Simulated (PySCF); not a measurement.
CH₆InNO₂, SMILES C[NH][In]([OH])[OH].

The structure is a stationary point at B3LYP-D3(BJ)/def2-SVP. The structure was generated by enumeration; whether it is a known compound was not checked. The def2 effective core potentials stand for the cores of In; spin–orbit coupling is left out. The values are those of a single conformer.

Computed with PySCF 2.14.0 with IEF-PCM-PBE0/def2-SVP.

The values are the electrostatic part of the solvation free energy, E(continuum) − E(gas) at the gas-phase geometry, in a cavity of scaled van der Waals radii (PySCF's table); cavitation and dispersion terms are not included. A continuum can't describe solvent molecules that bind to the metal. In vacuum the orbital gap is 5.23 eV. The dipole moment in vacuum is 2.46 D.

```json
[
 {"solvent": "water", "ε": "78.36", "ΔG(elec) (kcal/mol)": "-11.6", "dipole (D)": "3.09", "gap (eV)": "5.28"},
 {"solvent": "1-octanol", "ε": "9.86", "ΔG(elec) (kcal/mol)": "-10.0", "dipole (D)": "2.99", "gap (eV)": "5.27"},
 {"solvent": "cyclohexanone", "ε": "15.62", "ΔG(elec) (kcal/mol)": "-10.7", "dipole (D)": "3.03", "gap (eV)": "5.27"}
]
```
